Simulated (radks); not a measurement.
Task: The xenon ion Xe31+, 23 electrons, occupied as [Ar] 3d5. Method: Dirac Kohn-Sham, LB94 model potential, spin-unpolarised, spherical densities, finite nucleus; open shells fill j = l - 1/2 first; Fermi nuclear charge, rms radius 4.7859 fm; computed with a radial shooting solver on a logarithmic mesh with Libxc functionals. Some entries of the table are withheld. Estimate them.

orbital,occ.,eigenvalue (hartree),<r^2> (bohr^2)
1s1/2,2,(1),0.0009606
2s1/2,2,-248.5425,0.01518
2p1/2,2,-237.1451,(2)
2p3/2,4,-224.9852,(3)
3s1/2,2,-85.21841,0.09660
3p1/2,2,(4),(5)
3p3/2,4,(6),(7)
3d3/2,4,-70.57591,0.07540
3d5/2,1,-69.97840,0.07709

Result: 
(1) 1s1/2 eigenvalue (hartree): -1319.573
(2) 2p1/2 <r^2> (bohr^2): 0.01119
(3) 2p3/2 <r^2> (bohr^2): 0.01243
(4) 3p1/2 eigenvalue (hartree): -80.66816
(5) 3p1/2 <r^2> (bohr^2): 0.08990
(6) 3p3/2 eigenvalue (hartree): -78.04134
(7) 3p3/2 <r^2> (bohr^2): 0.09617
